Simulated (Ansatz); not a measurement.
Reaction (formal loss of a carbene): `[CH3][Ge]([CH3])([Cl])[Cl]` → `[CH3][GeH]([Cl])[Cl]` + `[CH2]` (triplet)

Isolated molecules relaxed with PBE0-D4/def2-TZVP in Ansatz; ΔE leaves out vibrations. CCSD(T)/CBS adds triple-zeta CCSD(T) − MP2 to the extrapolated MP2 energy (def2 sets, frozen cores). This one scheme is used for every species. DFT in def2-TZVPP. Triplets are unrestricted, without spin–orbit coupling. For Ge outer-core shells are correlated without core-valence functions, which leaves a few kJ/mol of doubt a bond. Scalar relativity is left out up to krypton.

```json
{"species": "`[CH3][Ge]([CH3])([Cl])[Cl]`", "ωB97X-V energy (Eh)": "-3077.05871"}
{"species": "`[CH3][GeH]([Cl])[Cl]`", "ωB97X-V energy (Eh)": "-3037.72379"}
{"species": "`[CH2]` (triplet)", "ωB97X-V energy (Eh)": "-39.14786"}
```

(1) Work out ΔE.

(2) What do rigid-rotor, harmonic-oscillator terms from PBE0-D4/def2-TZVP frequencies (298.15 K, 1 bar) make of the CCSD(T)/CBS value? (Estimate.)

Largest T1 diagnostic among the species: 0.011.

Results:

(1) ΔE = (-3037.72379) + (-39.14786) − (-3077.05871) = 0.18706 Eh = +117.4 kcal/mol. CCSD(T)/CBS gives +115.7 kcal/mol.

(2) The calculation gave: ΔZPE = -7.2 kcal/mol, ΔH = +109.6 kcal/mol, ΔS = 162 J/(mol·K), ΔG = +98.1 kcal/mol. Open shells count their whole term as degenerate.

From r2SCAN to r2SCAN0 (25 % exact exchange), in def2-TZVPP and without D4, ΔE moves by −1.1 kcal/mol. At CCSD(T), def2-SVP lies −7.2 kcal/mol from the extrapolated value and def2-TZVPP −2.5 kcal/mol. The D4 term adds +3.0 kcal/mol with B3LYP and +1.7 kcal/mol with PBE0; it sums over pairs of atoms, weighted by their polarisabilities, and B3LYP, whose exchange is more repulsive, gets the larger term.

B3LYP here is the variant with VWN-RPA as its local correlation; programs differ in this.
